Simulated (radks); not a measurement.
Cl, configuration [Ne] 3s2 3p5.

Method: non-relativistic Kohn-Sham, SCAN, spin-unpolarised, spherical densities, point nucleus; meta-GGA in the generalised Kohn-Sham scheme; computed with a radial shooting solver on a logarithmic mesh with Libxc functionals.

Energy parts (hartree):
total: -460.17638
kinetic: 459.62706
electron-nucleus: -1094.67150
Hartree: 203.07178
exchange-correlation: -28.20373

Orbitals (lengths in bohr, moments of r in powers of bohr; <r^-3> diverges for s and p1/2; r(max) is where P^2 peaks):
| orbital | occ. | eigenvalue (hartree) | <r> | r(max) | <r^-3> |
|---|---|---|---|---|---|
| 1s | 2 | -101.2426 | 0.09144 | 0.05993 | - |
| 2s | 2 | -9.41886 | 0.4445 | 0.3630 | - |
| 2p | 6 | -7.15789 | 0.4068 | 0.3027 | 101.2 |
| 3s | 2 | -0.78941 | 1.550 | 1.290 | - |
| 3p | 5 | -0.32845 | 1.836 | 1.432 | 7.310 |

The highest occupied level is 3p at -8.938 eV. For comparison, the ionisation energy in NIST's Atomic Spectra Database is 12.968 eV (measured). In exact Kohn-Sham theory the highest level is minus the ionisation energy, but local and semilocal functionals leave it too shallow, through self-interaction and a potential that decays too fast; potentials with the right tail come closer. The density falls to 0.001 e/bohr^3 at r = 3.89 bohr. Summed over all electrons, <r^2> = 27.55 bohr^2, which gives a Langevin (diamagnetic) susceptibility term of -21.8 x 10^-6 cm^3/mol.

Beside tabulated values, note that spin-unpolarised runs miss the spin-polarisation part of the exchange energy of open shells.
